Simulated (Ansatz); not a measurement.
Program: Ansatz. Geometries: PBE0-D4/def2-TZVP. ΔE: electronic, gas phase. CCSD(T)/CBS is the MP2 limit (def2-TZVPP, def2-QZVPP) plus CCSD(T) − MP2 in def2-TZVPP, frozen cores. This one scheme is used for every species. Functionals use def2-TZVPP. def2 core potentials past Kr. For In outer-core shells are correlated without core-valence functions, which leaves a few kJ/mol of doubt a bond. One conformer a species, not always the lowest.

Consider the hydrogenolysis of a C–O bond: `O[CH2][In]([OH])[Cl]` + H₂ → `[CH3][In]([OH])[Cl]` + H₂O.

```tsv
species	BHLYP energy (Eh)
`O[CH2][In]([OH])[Cl]`	-841.26523
H₂	-1.17003
`[CH3][In]([OH])[Cl]`	-766.06372
H₂O	-76.42312
```

(1) Work out ΔE.

Largest T1 diagnostic among the species: 0.015.

Results:

(1) ΔE = (-766.06372) + (-76.42312) − (-841.26523) − (-1.17003) = -0.05158 Eh = -135.4 kJ/mol. CCSD(T)/CBS gives -134.1 kJ/mol.

At CCSD(T), def2-SVP lies +11.4 kJ/mol from the extrapolated value and def2-TZVPP +1.4 kJ/mol. The D4 term adds +5.9 kJ/mol with B3LYP and +3.1 kJ/mol with PBE0; it sums over pairs of atoms, weighted by their polarisabilities, and B3LYP, whose exchange is more repulsive, gets the larger term.

B3LYP here is the variant with VWN-RPA as its local correlation; programs differ in this.
